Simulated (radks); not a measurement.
Q: The table gives one normalised radial function P(r) = r R(r) (large component) of Se in [Ar] 3d10 4s2 4p4 (r in bohr). Method: Dirac Kohn-Sham, PBE, spin-unpolarised, spherical densities, finite nucleus; open shells fill j = l - 1/2 first; Fermi nuclear charge, rms radius 4.14 fm; computed with a radial shooting solver on a logarithmic mesh with Libxc functionals.

r           P
0.002224   0.0038
0.002548   0.0048
0.002919   0.0059
0.003345   0.0073
0.003832   0.0092
0.00439    0.0115
0.00503    0.0144
0.005762   0.0181
0.006655   0.0230
0.007625   0.0289
0.008735   0.0364
0.01001    0.0457
0.01147    0.0574
0.01314    0.0719
0.01505    0.0899
0.01724    0.1119
0.01975    0.1388
0.02263    0.1713
0.02593    0.2100
0.02971    0.2556
0.03403    0.3083
0.03899    0.3681
0.04467    0.4341
0.05118    0.5045
0.05864    0.5765
0.06718    0.6454
0.07697    0.7051
0.08818    0.7474
0.101      0.7628
0.1167     0.7382
0.1337     0.6657
0.1531     0.5372
0.1755     0.3494
0.201      0.1055
0.2303    -0.1831
0.2638    -0.4959
0.3023    -0.8050
0.3463    -1.0783
0.3968    -1.2845
0.4546    -1.3995
0.5208    -1.4123
0.5967    -1.3281
0.6836    -1.1664
0.7832    -0.9565
0.8973    -0.7307
1.028     -0.5179
1.178     -0.3388
1.349     -0.2033
1.546     -0.1109
1.771     -0.0543
2.045     -0.0224
2.343     -0.0084
2.685     -0.0027
3.076     -0.0007
3.524     -0.0002
4.037     0.0000
4.626     0.0000
5.3       0.0000
6.072     0.0000
6.956     0.0000
7.969     0.0000

Which n and l does it have? It may be an empty orbital.

A: n = 3, l = 1: the number of nodes gives n - l - 1 = 1, the rise at small r points to l (for j = l - 1/2 the large component starts outside the nucleus as r^gamma with gamma = sqrt(l^2 - (Z/c)^2) = 0.97 and the r^(l+1) term takes over further out; the orbital of l - 1 with the same j starts with the same power, but with a larger coefficient, and does not steepen), and the extent must fit the shell. The curve is that of 3p1/2; the two j differ most near the nucleus, where j = l - 1/2 has the larger amplitude, and in heavy atoms j = l - 1/2 is also the more compact. 3p1/2: eigenvalue -156.80 eV, 1 radial node at r = 0.212 bohr, <r> = 0.582 bohr, 90 % of the charge inside 0.892 bohr.
